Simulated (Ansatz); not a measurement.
Consider the formal exchange of groups at the Se–Sn bond: `[F][Sn]([F])([F])[SeH]` + `[CH3][GaH][F]` → `[CH3][Ga]([F])[SeH]` + `[F][SnH]([F])[F]`.

Calculated with Ansatz (gas phase, PBE0-D4/def2-TZVP geometries, no zero-point term in ΔE). CCSD(T)/CBS adds triple-zeta CCSD(T) − MP2 to the extrapolated MP2 energy (def2 sets, frozen cores). Functionals use def2-TZVPP. def2 core potentials past Kr. For Ga, Se, Sn outer-core shells are correlated without core-valence functions, which leaves a few kJ/mol of doubt a bond. Scalar relativity is left out up to krypton. Each species was taken in one conformer, which may not be the lowest.

**Question.** Is it downhill or uphill in electronic energy at CCSD(T)/CBS, and by how much? (An estimate is asked.)

**Answer.** Ansatz gave: Downhill: ΔE = -34.4 kJ/mol.

**Question.** What do these levels give: LDA (SPW92), PBE0, r2SCAN0, CAM-B3LYP, HF/def2-SVP, CCSD/def2-TZVPP? (An estimate is asked.)

**Answer.** Computed: LDA (SPW92) -37.2, PBE0 -36.6, r2SCAN0 -38.7, CAM-B3LYP -35.8, HF/def2-SVP -43.6, CCSD/def2-TZVPP -42.3 kJ/mol.

Largest T1 diagnostic among the species: 0.015.

Leaving LDA and LC-ωPBE aside and taking each functional with its dispersion term where it has one, the values, not all of them listed here, spread over 10.9 kJ/mol, from PBE-QIDH to BLYP-D4. LDA lies −4.3 kJ/mol from PBE without D4. From BLYP to BHLYP (50 % exact exchange), in def2-TZVPP and without D4, ΔE moves by −7.2 kJ/mol. At CCSD(T), def2-SVP lies −7.0 kJ/mol from the extrapolated value and def2-TZVPP −7.4 kJ/mol.
